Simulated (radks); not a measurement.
Results of a calculation; reference values are marked as such.
Valence configurations of the cerium ion Ce+ (all share [Xe]). Level of theory: Dirac Kohn-Sham, PBE, spin-unpolarised, spherical densities, finite nucleus; open shells fill j = l - 1/2 first; Fermi nuclear charge, rms radius 4.8771 fm (a radial shooting solver on a logarithmic mesh with Libxc functionals). Energies are relative to 4f1 5d2; eigenvalues in eV.

| valence | E (eV) | e(4f5/2) | e(5d3/2) | e(6p1/2) | e(6s1/2) |
|---|---|---|---|---|---|
| 4f1.5 5d1.5 | -0.484 | -6.712 | -6.715 | - | - |
| 4f1 5d1 6s1 | -0.063 | -11.378 | -8.661 | - | -8.468 |
| 4f1 5d2 | 0.000 | -9.256 | -7.263 | - | - |
| 4f0.5 5d2.5 | 1.559 | -12.108 | -7.823 | - | - |
| 4f0.5 5d2 6s0.5 | 1.645 | -13.205 | -8.546 | - | -8.236 |
| 4f3 | 2.584 | -2.564 | - | - | - |
| 4f1 5d1 6p1 | 2.774 | -12.331 | -9.406 | -6.144 | - |
| 4f0.5 5d2 6p0.5 | 3.052 | -13.681 | -8.931 | -5.683 | - |
| 5d3 | 4.326 | - | -8.381 | - | - |
| 5d2 6p1 | 8.066 | - | -10.694 | -6.385 | - |

NIST lists [Xe] 4f1 5d2 as the ground configuration; this level of theory puts 4f1.5 5d1.5 lower, by 0.484 eV. The energies are those of spherical spin-averaged densities, not of single terms.
